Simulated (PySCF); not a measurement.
PySCF input for CH₄N₂OSi, SMILES N#CO[SiH2]N, SMD-B3LYP/def2-SVP. Geometry optimised at B3LYP-D3(BJ)/def2-SVP. This is a generated structure with no PubChem entry under its InChIKey; it may be hypothetical. The values are those of a single conformer.

```python
import numpy as np
from pyscf import gto, scf, dft
from pyscf.solvent import smd

mol = gto.M(
    atom='''
    N     0.08391316    2.87631563   -0.00000000
    C    -0.21307183    1.75057718    0.00000000
    O    -0.56413644    0.51774946    0.00000000
    Si    0.50536254   -0.85342045    0.00000000
    N    -0.39739348   -2.29388843   -0.00000000
    H     1.29597454   -0.73773243   -1.24608466
    H     1.29597453   -0.73773243    1.24608467
    H    -0.84056995   -2.64954899    0.84098112
    H    -0.84056995   -2.64954899   -0.84098112
    ''',
    basis='def2-SVP',
    charge=0,
    spin=0,
    max_memory=1600,
    verbose=3,
)
mf = dft.RKS(mol, xc='b3lyp').density_fit(auxbasis='def2-universal-jkfit')
mf.grids.level = 3
mf.conv_tol = 1e-9
mf.max_cycle = 100
mf.kernel()
res = {}
for name in ['water', 'ethylethanoate', 'ethanol']:
    s = mf.SMD()
    s.with_solvent.solvent, s.with_solvent.sasa_ng = name, 302
    s.kernel(mf.make_rdm1())
    res[name] = (s.e_tot, s.with_solvent.get_cds(), s.dip_moment(), s.mo_energy, s.converged)
    print(f'SMD {name}: dG(solv) = {(s.e_tot - mf.e_tot) * 627.509474:.3f} kcal/mol, of which CDS {res[name][1] * 627.509474:.3f}')
```

Output:

```
converged SCF energy = -514.520308067994
converged SCF energy = -514.526258778592
Dipole moment(X, Y, Z, Debye): -0.82432, -7.12577, -0.00000
SMD water: dG(solv) = -3.734 kcal/mol, of which CDS 6.362
converged SCF energy = -514.528655469431
Dipole moment(X, Y, Z, Debye): -0.78638, -6.88096, -0.00000
SMD ethylethanoate: dG(solv) = -5.238 kcal/mol, of which CDS 2.420
converged SCF energy = -514.529245469656
Dipole moment(X, Y, Z, Debye): -0.81879, -7.08122, -0.00000
SMD ethanol: dG(solv) = -5.608 kcal/mol, of which CDS 4.054
```

The calculation finished and met its thresholds.
